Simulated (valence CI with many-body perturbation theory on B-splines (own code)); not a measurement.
# E1 line list for Ti⁹⁺

Computed by relativistic CI+MBPT: three valence electrons over a frozen Dirac-Fock core [Ne], a basis of 11 s, 11 p, 10 d, 8 f, 5 g, 2 h functions for each j, with the one-electron correlation potential Σ1, the two-electron term Σ2, the three-electron term Σ3, Breit, model QED; selected CI, second order for the rest, scaled by the run's own slope (own B-spline code, finite nucleus).

No measured levels were compared; by estimate levels of excited configurations hold to 0.05 to 0.15 % of their energy, terms of the ground configuration to about 0.5 %.

Lines 1 to 50 of 564 in falling wavelength, among levels below 1167300 cm⁻¹, chosen from the strongest by gf and those to the six lowest levels. Wavelengths and rates use the calculated energies, so an error of 200 cm⁻¹ moves a line at 1755 Å by 0.35 % and its rate by three times that or more. Electric multipoles are in the length gauge with retardation, E1 and E2 with the static RPA response of the core. Weak lines are less certain than strong ones. Lines between different terms over intervals too small for the method are left out, as are lines whose strength nearly cancels. Where a level lies close to another of its J and parity, the split of strength between their lines is uncertain. The highest levels of a list are the least certain.

Names give the largest LS component (configuration and term), which can be under half, so a name can repeat, a term be missing and a line seem to break the LS rules; names also repeat where a configuration has a term twice. Letters in brackets count levels of one name in rising energy.

| λ vac (Å) | Upper | Lower | A (s⁻¹) | S (a.u.) with core polarisation | S without |
| --- | --- | --- | --- | --- | --- |
| 1755 | 3s3p4p ⁴D_3/2 [b] | 3s3p4s ²P°_3/2 [a] | 1.11e+08 | 1.19e+00 | 1.19e+00 |
| 1666 | 3s²4f ²F°_7/2 | 3s²4d ²D_5/2 | 4.03e+08 | 7.35e+00 | 7.34e+00 |
| 1659 | 3s²4f ²F°_5/2 | 3s²4d ²D_3/2 | 3.79e+08 | 5.12e+00 | 5.11e+00 |
| 1335 | 3s3p4p ²D_3/2 [a] | 3s3p4s ²P°_3/2 [a] | 1.90e+08 | 8.92e-01 | 8.95e-01 |
| 1328 | 3s3p4p ⁴D_5/2 | 3s3p4s ⁴P°_5/2 | 1.50e+08 | 1.04e+00 | 1.05e+00 |
| 1325 | 3s3p4p ⁴D_3/2 [a] | 3s3p4s ⁴P°_3/2 | 2.95e+08 | 1.35e+00 | 1.36e+00 |
| 1322 | 3s3p4p ⁴D_1/2 | 3s3p4s ⁴P°_1/2 | 3.82e+08 | 8.72e-01 | 8.77e-01 |
| 1266 | 3s3p4p ²D_3/2 [b] | 3s3p4s ²P°_3/2 [b] | 5.69e+08 | 2.28e+00 | 2.28e+00 |
| 1265 | 3s3p4p ²P_1/2 [b] | 3s3p4s ²P°_1/2 [b] | 4.27e+08 | 8.52e-01 | 8.55e-01 |
| 1262 | 3s3p4p ²D_5/2 [a] | 3s3p4s ²P°_3/2 [a] | 8.15e+08 | 4.85e+00 | 4.87e+00 |
| 1260 | 3s3p4p ²D_3/2 [b] | 3s3p4s ²P°_1/2 [b] | 2.46e+08 | 9.72e-01 | 9.77e-01 |
| 1255 | 3s3p4p ⁴D_7/2 | 3s3p4s ⁴P°_5/2 | 9.20e+08 | 7.17e+00 | 7.21e+00 |
| 1249 | 3s3p4p ⁴D_5/2 | 3s3p4s ⁴P°_3/2 | 7.50e+08 | 4.33e+00 | 4.35e+00 |
| 1249 | 3s3p4p ²D_3/2 [a] | 3s3p4s ²P°_1/2 [a] | 5.94e+08 | 2.28e+00 | 2.29e+00 |
| 1242 | 3s²4p ²P°_1/2 | 3s²4s ²S_1/2 | 7.63e+08 | 1.44e+00 | 1.45e+00 |
| 1235 | 3s3p4p ²D_5/2 [b] | 3s3p4s ²P°_3/2 [b] | 8.58e+08 | 4.79e+00 | 4.81e+00 |
| 1232 | 3s3p4p ²P_3/2 | 3s3p4s ²P°_3/2 [b] | 2.66e+08 | 9.82e-01 | 9.85e-01 |
| 1230 | 3s3p4p ⁴D_3/2 [b] | 3s3p4s ⁴P°_1/2 | 3.72e+08 | 1.37e+00 | 1.37e+00 |
| 1226 | 3s3p4p ²P_3/2 | 3s3p4s ²P°_1/2 [b] | 6.29e+08 | 2.29e+00 | 2.30e+00 |
| 1203 | 3s²4p ²P°_3/2 | 3s²4s ²S_1/2 | 8.36e+08 | 2.88e+00 | 2.88e+00 |
| 1151 | 3s3p4p ⁴P_1/2 | 3s3p4s ⁴P°_3/2 | 1.02e+09 | 1.53e+00 | 1.53e+00 |
| 1150 | 3s3p4p ⁴P_5/2 | 3s3p4s ⁴P°_5/2 | 9.23e+08 | 4.16e+00 | 4.17e+00 |
| 1134 | 3s3p4p ²S_1/2 [b] | 3s3p4s ²P°_3/2 [b] | 5.48e+08 | 7.89e-01 | 7.94e-01 |
| 1131 | 3s3p4p ⁴P_3/2 | 3s3p4s ⁴P°_3/2 | 4.48e+08 | 1.28e+00 | 1.28e+00 |
| 1129 | 3s3p4p ²S_1/2 [b] | 3s3p4s ²P°_1/2 [b] | 5.32e+08 | 7.57e-01 | 7.61e-01 |
| 1120 | 3s3p4d ²D°_3/2 | 3s3p4p ²D_3/2 [a] | 2.94e+08 | 8.15e-01 | 8.12e-01 |
| 1119 | 3s3p4p ⁴S_3/2 | 3s3p4s ⁴P°_5/2 | 1.02e+09 | 2.83e+00 | 2.85e+00 |
| 1100 | 3s3p4p ⁴P_3/2 | 3s3p4s ⁴P°_1/2 | 5.71e+08 | 1.50e+00 | 1.51e+00 |
| 1090 | 3s3p4p ⁴P_5/2 | 3s3p4s ⁴P°_3/2 | 2.69e+08 | 1.03e+00 | 1.04e+00 |
| 1061 | 3s3p4d ⁴D°_5/2 | 3s3p4p ⁴P_5/2 | 1.96e+08 | 6.93e-01 | 6.94e-01 |
| 1043 | 3s3p4d ⁴D°_7/2 | 3s3p4p ⁴P_5/2 | 1.12e+09 | 5.01e+00 | 5.02e+00 |
| 1039 | 3s3p4p ²S_1/2 [a] | 3s3p4s ²P°_3/2 [a] | 1.07e+09 | 1.18e+00 | 1.19e+00 |
| 1030 | 3s3p4d ⁴D°_3/2 | 3s3p4p ⁴P_3/2 | 6.73e+08 | 1.45e+00 | 1.45e+00 |
| 1025 | 3s3p4d ⁴D°_5/2 | 3s3p4p ⁴P_3/2 | 7.83e+08 | 2.50e+00 | 2.50e+00 |
| 1016 | 3s3p4d ⁴F°_5/2 | 3s3p4p ²D_3/2 [a] | 2.28e+08 | 7.08e-01 | 7.10e-01 |
| 1016 | 3s3p4d ⁴D°_1/2 | 3s3p4p ⁴P_1/2 | 1.33e+09 | 1.37e+00 | 1.38e+00 |
| 1014 | 3s3p4d ⁴D°_3/2 | 3s3p4p ⁴P_1/2 | 6.55e+08 | 1.35e+00 | 1.35e+00 |
| 969.4 | 3s3p4d ⁴D°_7/2 | 3s3p4p ⁴D_7/2 | 2.60e+08 | 9.35e-01 | 9.33e-01 |
| 941.3 | 3s²4d ²D_3/2 | 3s²4p ²P°_3/2 | 4.05e+08 | 6.66e-01 | 6.67e-01 |
| 938.2 | 3s²4d ²D_5/2 | 3s²4p ²P°_3/2 | 2.45e+09 | 5.98e+00 | 5.99e+00 |
| 933.6 | 3s3p4d ⁴D°_5/2 | 3s3p4p ⁴D_3/2 [b] | 9.03e+08 | 2.18e+00 | 2.18e+00 |
| 929.6 | 3s3p4d ⁴D°_7/2 | 3s3p4p ⁴D_5/2 | 6.79e+08 | 2.15e+00 | 2.16e+00 |
| 925.4 | 3s3p4d ²D°_3/2 | 3s3p4p ²P_1/2 [a] | 5.60e+08 | 8.75e-01 | 8.77e-01 |
| 919.2 | 3s²4d ²D_3/2 | 3s²4p ²P°_1/2 | 2.15e+09 | 3.29e+00 | 3.30e+00 |
| 919.0 | 3s3p4d ²D°_5/2 | 3s3p4p ⁴D_3/2 [b] | 3.77e+08 | 8.67e-01 | 8.70e-01 |
| 891.4 | 3s3p4d ²D°_5/2 | 3s3p4p ⁴D_3/2 [a] | 1.72e+09 | 3.60e+00 | 3.61e+00 |
| 885.3 | 3s3p4d ²D°_3/2 | 3s3p4p ⁴D_1/2 | 1.43e+09 | 1.96e+00 | 1.97e+00 |
| 868.2 | 3s3p4d ⁴F°_5/2 | 3s3p4p ⁴D_5/2 | 9.95e+08 | 1.93e+00 | 1.94e+00 |
| 867.6 | 3s3p4d ⁴F°_3/2 | 3s3p4p ⁴D_3/2 [b] | 5.41e+08 | 6.97e-01 | 7.00e-01 |
| 861.7 | 3s3p4d ⁴F°_3/2 | 3s3p4p ²P_1/2 [a] | 1.56e+09 | 1.97e+00 | 1.98e+00 |
